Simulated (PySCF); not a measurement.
Ga2H4, SMILES [GaH2][GaH2].

Geometry: PBE0-D3(BJ)/def2-TZVP.

Two levels are set side by side: TDA-PBE/def2-SVPD (PySCF) and TDA-B3LYP/def2-SVPD (PySCF). Vertical, same geometry. The lowest singlet is HOMO→LUMO+1 98 % with PBE and HOMO→LUMO+1 99 % with the other functional; states are paired by order. Differences are taken from unrounded values.

| quantity | TDA-B3LYP | TDA-PBE | TDA-PBE minus TDA-B3LYP |
|---|---|---|---|
| lowest singlet excitation (eV) | 3.70 | 3.56 | -0.14 |
| lowest triplet excitation (TDA) (eV) | 3.09 | 2.95 | -0.15 |
| first bright state (f over 0.05) (eV) | 6.43 | 6.21 | -0.22 |
| its oscillator strength | 0.85 | 0.79 | -0.06 |

A lower first singlet is the usual sign of a functional without exact exchange. Differences between two approximate levels are no errors against the true value.

Rough cost on one machine, each run with all the roots and properties that it gave: TDA-B3LYP against TDA-PBE within a factor of 2.
